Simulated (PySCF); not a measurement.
Gas-phase reaction: 4 SnCl2 + 2 H2O + 2 SnH2 = 4 SnH2Cl2 + Sn2O2

Computed with PySCF (xtb for GFN2) and rigid-rotor harmonic-oscillator thermochemistry at 1 bar. † marks an energy on the PBE0/def2-TZVP geometry and frequencies; other levels use their own. MP2 freezes the core. All species are closed-shell singlets. Sn: scalar-relativistic def2 core potential, no spin-orbit coupling. SnH2, SnH2Cl2, Sn2O2: computed as isolated molecules; such fragments, hydroxides, amides, oligomers or adducts are transient or little studied in the gas. MP2 isn't extrapolated to the basis-set limit.

| level | ΔH°(298 K), kJ |
|---|---|
| GFN2-xTB | 588 |
| HF/def2-TZVP† | (withheld) |
| MP2/def2-TZVPP† | (withheld) |
| PBE0/def2-QZVP† | -98 |
| r2SCAN/def2-TZVP† | (withheld) |
| ωB97X-V/def2-TZVP† | -195 |

Problem. Some entries are withheld; supply them.

Solution. 
- HF/def2-TZVP†, ΔH°(298 K), kJ: -94
- MP2/def2-TZVPP†, ΔH°(298 K), kJ: -168
- r2SCAN/def2-TZVP†, ΔH°(298 K), kJ: -155
